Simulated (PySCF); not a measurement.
A hydrogen-terminated cluster with one unit changed: Si6H12, framework. Isolated molecules, 0 K electronic values unless said otherwise. One relaxed conformer stands for each flexible species; it need not be the lowest. Strings in code marks are SMILES.

The HOMO–LUMO gap from two functionals at the same geometries (PBE0-D3(BJ)/def2-SVP), both in PySCF: PBE-D3(BJ)/def2-TZVP and ωB97X-D3(BJ)/def2-TZVP. 

```json
[
 {"species": "a SiH2 unit replaced by SnH2 (`[SiH2]1[SiH2][SnH2][SiH2][SiH2][SiH2]1`)", "ωB97X-D3(BJ)/def2-TZVP (eV)": "10.68"},
 {"species": "a SiH2 unit replaced by GaH1 (`[SiH2]1[SiH2][SiH2][GaH][SiH2][SiH2]1`)", "ωB97X-D3(BJ)/def2-TZVP (eV)": "8.64"},
 {"species": "a SiH2 unit replaced by OH0 (`[SiH2]1[SiH2][SiH2][SiH2]O[SiH2]1`)", "ωB97X-D3(BJ)/def2-TZVP (eV)": "10.73"},
 {"species": "a SiH2 unit replaced by SH0 (`S1[SiH2][SiH2][SiH2][SiH2][SiH2]1`)", "ωB97X-D3(BJ)/def2-TZVP (eV)": "10.33"},
 {"species": "a SiH2 unit replaced by SbH2+ (`[SiH2]1[SiH2][SiH2][SbH2+][SiH2][SiH2]1`)", "ωB97X-D3(BJ)/def2-TZVP (eV)": "10.43"}
]
```

Question: What does PBE-D3(BJ)/def2-TZVP give for each?

Answer: 
- a SiH2 unit replaced by SnH2 (`[SiH2]1[SiH2][SnH2][SiH2][SiH2][SiH2]1`): 4.92
- a SiH2 unit replaced by GaH1 (`[SiH2]1[SiH2][SiH2][GaH][SiH2][SiH2]1`): 2.95
- a SiH2 unit replaced by OH0 (`[SiH2]1[SiH2][SiH2][SiH2]O[SiH2]1`): 4.54
- a SiH2 unit replaced by SH0 (`S1[SiH2][SiH2][SiH2][SiH2][SiH2]1`): 4.26
- a SiH2 unit replaced by SbH2+ (`[SiH2]1[SiH2][SiH2][SbH2+][SiH2][SiH2]1`): 4.43
Over these rows, drawn at random from the members with no instability flagged (it was tested for open shells, ions and some series alone), PBE minus ωB97X-D3(BJ): mean -5.94 eV, from -6.19 eV to -5.69 eV.
